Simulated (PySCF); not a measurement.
Sn(F)(SH)3 (FH₃S₃Sn), SMILES [F][Sn]([SH])([SH])[SH].

Geometry optimised at B3LYP-D3(BJ)/def2-SVP. The structure was generated by enumeration; whether it is a known compound was not checked. The def2 effective core potentials stand for the cores of Sn; spin–orbit coupling is left out. The values are those of a single conformer.

All values below come from B3LYP/def2-TZVP run with PySCF.

The molecule is in vacuum.

Computed frontier levels, gap, dipole moment and polarisability:
The highest occupied level comes out as -7.67 eV and the lowest empty level comes out as -2.84 eV. The orbital gap is 4.83 eV. The dipole moment is 1.38 D and the quadrupole, principal values (traceless, Buckingham form, about the centre of nuclear charge) is -9.84, 1.02, 8.82 D·Å. The mean static polarisability is 100.5 bohr³ (14.89 Å³) and the polarisability, principal values comes out as 74.5, 111.4, 115.6 bohr³.
